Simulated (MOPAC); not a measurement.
Input for MOPAC: PM6 on HfB, 2S+1 = 4, a spin state set in the input, which need not be the lowest, a point of a bond scan (R = 2.215 Å).

```
PM6 1SCF PRECISE CHARGE=0 UHF MS=1.5 THREADS=1
BHf

Hf     0.00000000 1     0.00000000 1     0.00000000 1
B      0.00000000 1     0.00000000 1     2.21468800 1
```

The log:

```
*******************************************************************************
 **                                                                           **
 **                              MOPAC v23.2.5                                **
 **                                                                           **
 *******************************************************************************
 ** MOPAC's Digital Object Identifier: https://doi.org/10.5281/zenodo.6511958 **
 **                                                                           **
 ** Please cite the open-source release paper for use of this MOPAC version:  **
 ** J. E. Moussa and J. J. P. Stewart (2026)                                  **
 ** MOPAC: An open-source semiempirical molecular orbital program             **
 ** J. Open Source Softw., 11(119), 8025, https://doi.org/10.21105/joss.08025 **
 *******************************************************************************

                              PM6 CALCULATION RESULTS

 *******************************************************************************
 *  PM6        - The PM6 Hamiltonian to be used
 *  UHF        - UNRESTRICTED HARTREE-FOCK CALCULATION
 *
 *
 *
 *                 CHARGE ON SYSTEM = 0
 *
 *
 *
 *  MS=        - IN MECI, MAGNETIC COMPONENT OF SPIN =  1.5
 *  PRECISE    - TIGHTER CRITERIA TO BE USED
 *  1SCF       - DO 1 SCF AND THEN STOP
 *  THREADS=1  - MULTI-THREADING NOT USED
 *  T=         - A TIME OF 172800.0 SECONDS REQUESTED
 *  DUMP=N     - RESTART FILE WRITTEN EVERY 7200.0 SECONDS REQUESTED
 *******************************************************************************
PM6 1SCF PRECISE CHARGE=0 UHF MS=1.5 THREADS=1
 BHf

   ATOM   CHEMICAL          X               Y               Z
  NUMBER   SYMBOL      (ANGSTROMS)     (ANGSTROMS)     (ANGSTROMS)

     1      Hf          0.00000000  *   0.00000000  *   0.00000000  *
     2       B          0.00000000  *   0.00000000  *   2.21468800  *



          CARTESIAN COORDINATES

    NO.       ATOM           X           Y           Z

     1        Hf          0.0000      0.0000      0.0000
     2         B          0.0000      0.0000      2.2147

 General Reference for PM6:
 "Optimization of Parameters for Semiempirical Methods V: Modification of NDDO Approximations
 and Application to 70 Elements", J. J. P. Stewart, J. Mol. Mod., 13, 1173-1213 (2007)
 URL: https://link.springer.com/article/10.1007/s00894-007-0233-4

           Empirical Formula: Hf B  =     2 atoms



      MOLECULAR POINT GROUP   :   C*v


          UHF CALCULATION, NO. OF ALPHA ELECTRONS =    5
                           NO. OF BETA  ELECTRONS =    2

 -------------------------------------------------------------------------------
 PM6 1SCF PRECISE CHARGE=0 UHF MS=1.5 THREADS=1
 BHf



     1SCF WAS SPECIFIED, SO BFGS WAS NOT USED
     SCF FIELD WAS ACHIEVED


                              PM6 CALCULATION
                                                       MOPAC v23.2.5 Linux




          FINAL HEAT OF FORMATION =         68.41273 KCAL/MOL =     286.23888 KJ/MOL


          COSMO AREA              =        101.03 SQUARE ANGSTROMS
          COSMO VOLUME            =         90.36 CUBIC ANGSTROMS

          IONIZATION POTENTIAL    =          8.181286 EV
          ALPHA SOMO LUMO (EV)    =         -8.181 -4.027
          BETA  SOMO LUMO (EV)    =         -8.764 -3.792
          NO. OF ALPHA ELECTRONS  =          5
          NO. OF BETA  ELECTRONS  =          2
          MOLECULAR WEIGHT        =        189.3000         POINT GROUP:  C*v

          MOLECULAR DIMENSIONS (Angstroms)

            Atom       Atom       Distance
            B     2   Hf     1     2.21469
            B     2   Hf     1     0.00000
           Hf     1    B     2     0.00000


          SCF CALCULATIONS        =          1





   ATOM   CHEMICAL          X               Y               Z
  NUMBER   SYMBOL      (ANGSTROMS)     (ANGSTROMS)     (ANGSTROMS)

     1      Hf          0.00000000  *   0.00000000  *   0.00000000  *
     2       B          0.00000000  *   0.00000000  *   2.21468800  *

                             CARTESIAN COORDINATES

   1   Hf        0.000000000     0.000000000     0.000000000
   2    B        0.000000000     0.000000000     2.214688000


           Empirical Formula: Hf B  =     2 atoms



      MOLECULAR POINT GROUP   :   C*v


          ALPHA EIGENVALUES
 -15.51201 -10.53922  -8.80688  -8.80688  -8.18129  -4.02737  -3.81077  -1.02275
  -1.02275  -0.00594   9.90278   9.90278  10.74172


           BETA EIGENVALUES
 -15.30008  -8.76395  -3.79179  -3.79179  -3.24063  -3.04504  -2.77795  -0.52549
  -0.52549  -0.24529  10.12035  10.12035  10.84289


              NET ATOMIC CHARGES AND DIPOLE CONTRIBUTIONS

  ATOM NO.   TYPE          CHARGE      No. of ELECS.   s-Pop       p-Pop       d-Pop
    1         Hf          -0.871762        4.8718     1.65058     0.25688     2.96430
    2          B           0.871762        2.1282     1.64714     0.48109
 DIPOLE           X         Y         Z       TOTAL
 POINT-CHG.     0.000     0.000     9.273     9.273
 HYBRID         0.000     0.000    -2.795     2.795
 SUM            0.000     0.000     6.478     6.478


          ATOMIC ORBITAL ELECTRON POPULATIONS

     Atom    s        px        py        pz      x^2-y^2     xz        z^2       yz        xy
    1 Hf   1.65058   0.01161   0.01161   0.23365   1.00000   0.83632   0.29167   0.83632   0.00000
    2  B   1.64714   0.15207   0.15207   0.17696


                    (SZ)    =    1.500000
                    (S**2)  =    4.082190


          ATOMIC ORBITAL SPIN POPULATIONS

    Atom   Total    s     px     py     pz   x^2-y^2  xz     z^2    yz     xy
         Atomic
    1 Hf  2.8751  0.255  0.012  0.012  0.004  1.000  0.836 -0.080  0.836  0.000
    2  B  0.1249 -0.067  0.152  0.152 -0.112

 **********************
 *                    *
 * JOB ENDED NORMALLY *
 *                    *
 **********************




 == MOPAC DONE ==
```

The run finished. Its determinant has ⟨S²⟩ = 4.08, a mixture of spin states.

Cost: roughly 0.03 core-seconds.
